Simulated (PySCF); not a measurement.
**Computed structure and properties of [Bi3]2+**

System: [Bi3]2+ (doublet); start: released along the symmetry-breaking force (C2v). Method: PySCF 2.14.0, UKS TPSS, Bi def2-SVP with ECP60; non-relativistic Hamiltonian with scalar-relativistic core potentials where named; density fitting; no spin-orbit coupling.

Input of the relaxation:

```python
mol = gto.M(atom='''
Bi     1.67274    -0.00001    -0.00000
Bi    -0.83636     1.54481     0.00000
Bi    -0.83638    -1.54480     0.00000''',
    basis={'Bi': 'def2-SVP'},
    ecp={'Bi': 'def2-SVP'},
    charge=2, spin=1)
mf = dft.UKS(mol, xc='TPSS')
mf.grids.atom_grid = (50, 194)
mf = mf.density_fit()  # fitting sets: Bi def2-universal-JKFIT
mf.conv_tol = 1e-08; mf.max_cycle = 55
mf.kernel(dm0)  # dm0: converged density of the start geometry
# quasi-Newton relaxation in Cartesian coordinates to a largest gradient under 0.00045 Eh/bohr
```

Run from Python with OMP_NUM_THREADS=2; the lines above give its settings. Where DIIS fails, smearing, a level shift and second-order steps follow.
It took 21 s on 2 threads of Arm Neoverse V1, with other jobs on the host, from the converged density of the start.

Course of the relaxation:

| step | energy above end (eV) | largest force component within the symmetry (eV/Å) |
| --- | --- | --- |
| 0 | 0.0253 | 0.353 |
| 1 | 0.0091 | 0.184 |
| 2 | 0.0003 | 0.052 |
| 3 | 0.0000 | 0.024 |
| 4 | 0.0000 | 0.004 |

Relaxed geometry (C2v):

```xyz
3

Bi    1.6270    0.0000    0.0000
Bi   -0.8135    1.5946    0.0000
Bi   -0.8135   -1.5946    0.0000
```

```
contact      Å
Bi3–Bi1  2.915
Bi2–Bi1  2.915
Bi3–Bi2  3.189
```

On the finer grid (75, 302):

```
HOMO                                                          : -15.58 eV
LUMO                                                          : -15.01 eV
Dipole about the centre of mass                               : 0.63 D
Spin squared                                                  : 0.760
Set of Mulliken populations of Bi1 outside the core potential : s 3.97, p 8.35, d 10.08
D3(BJ) dispersion energy (not in the energies)                : -0.194 eV
```

```
atom  Mulliken (e)  Löwdin (e)  spin (e)
 Bi1          0.59        0.57      0.03
 Bi2          0.71        0.71      0.48
 Bi3          0.71        0.71      0.48
```

No frequency check is given for this geometry.

One start shape was tried, so this needn't be the lowest isomer.

Open shells may have lower solutions than the one found.
